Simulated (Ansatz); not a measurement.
Isolated molecules relaxed with PBE0-D4/def2-TZVP in Ansatz; ΔE leaves out vibrations. CBS: MP2 limit from def2 TZ/QZ plus the TZ coupled-cluster correction, frozen cores. This one scheme is used for every species. DFT in def2-TZVPP. Each species was taken in one conformer, which may not be the lowest.

Consider the silylene formation by 1,1-elimination: `N[SiH2]BF` → `BF` + `N[SiH]`.

```tsv
level	ΔE (kJ/mol)
PBE-D4	125.5
ωB97M-V	113.8
B2PLYP	112.8
PBE	119.6
revPBE	107.0
BHLYP	118.3
CAM-B3LYP	117.5
LC-ωPBE	142.2
```

Question: What does CCSD(T)/CBS give? (Estimate.)

Answer: Computed: +121.6 kJ/mol. The listed levels differ from it by 3.9, -7.8, -8.8, -2.0, -14.6, -3.3, -4.1, 20.6 kJ/mol.

Largest T1 diagnostic among the species: 0.015.

At CCSD(T), def2-SVP lies −21.5 kJ/mol from the extrapolated value and def2-TZVPP −5.9 kJ/mol. From BLYP to BHLYP (50 % exact exchange), in def2-TZVPP and without D4, ΔE moves by +26.4 kJ/mol.
